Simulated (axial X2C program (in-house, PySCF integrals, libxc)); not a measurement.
# Testing model relations on CsCa

A bond curve at the PBE0 level, with spin–orbit coupling, was computed with an axial X2C code built on PySCF integrals (basis Cs dyall-cv3z [15s15p9d4f1g], Ca dyall-cv3z [11s12p6d4f] (cores contracted in-house)) for the state Ω = 1/2 (⟨Sz⟩ = 0.50, ⟨Lz⟩ = 0.00 at PBE0). Its fit gives Re = 4.6530 Å, ωe = 54.5 cm⁻¹, ωexe = 0.362 cm⁻¹ and αe = 1.897e-04 cm⁻¹; the masses are 132.9054 and 39.9626 u. Two-component means X2C with spin–orbit coupling and atomic mean-field Coulomb and Gaunt terms.

(1) Find the reduced mass, Be and the force constant.

(2) Estimate the centrifugal constant by the Kratzer relation.

(3) Estimate De from a Morse curve and compare with the computed well depth of 0.207 eV to Cs + Ca.

(4) A Morse curve ties αe to the other constants (Pekeris). How well does that hold?

(5) Where do the fundamental and the first overtone lie?

The state is a single determinant with fixed occupations, the lowest that a limited PBE0 search found. De is counted from the lowest determinant-based energies of the atoms at the same level, without counterpoise correction. Density functionals use the spin component along the axis (collinear). The levels of this run spread widely (ωe from 41 to 57 cm⁻¹), so these constants depend on the method. The bond is weak, and without diffuse functions and with truncated virtuals even CCSD(T) can be tens of per cent off in De.

Answers

(1) From the PBE0 values: μ = 30.7243 u. Be = 16.8576/(μ Re²) = 0.02534 cm⁻¹. k = 5.8918×10⁻⁷ μ ωe² = 0.0538 mdyn/Å.

(2) D = 4Be³/ωe² = 2.19e-08 cm⁻¹.

(3) De(Morse) = ωe²/(4ωexe) = 0.254 eV against 0.207 eV computed, a ratio of 1.23. The extrapolation overshoots: the well softens faster than a Morse curve, or the lowest atomic limit lies below the one to which the curve heads.

(4) αe(Morse) = 6Be²/ωe × (√(ωexe/Be) − 1) = 1.965e-04 cm⁻¹; the PBE0 curve gives 1.897e-04 cm⁻¹, a ratio of 1.04.

(5) ν(1←0) = ωe − 2ωexe = 53.8 cm⁻¹; ν(2←0) = 2ωe − 6ωexe = 106.8 cm⁻¹.
